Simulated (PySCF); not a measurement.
A structure optimised at PBE0-D3(BJ)/def2-SVP, used in a PySCF frequency run:

```xyz
9

Be     0.1594    -1.0474     0.0000
N     -0.2596    -2.4858     0.0000
H     -0.4192    -3.0521     0.8267
H     -0.4192    -3.0521    -0.8267
S      0.7012     0.7736     0.0000
C     -0.9156     1.6352     0.0000
H     -1.5017     1.3964     0.8976
H     -0.7044     2.7131     0.0000
H     -1.5017     1.3964    -0.8976
```

Write its SMILES, formula and point group.

C[S][Be][NH2], CH5BeNS, Cs

What are its rotational constants (standard atomic weights)?

14.430, 2.7930, 2.4069 GHz
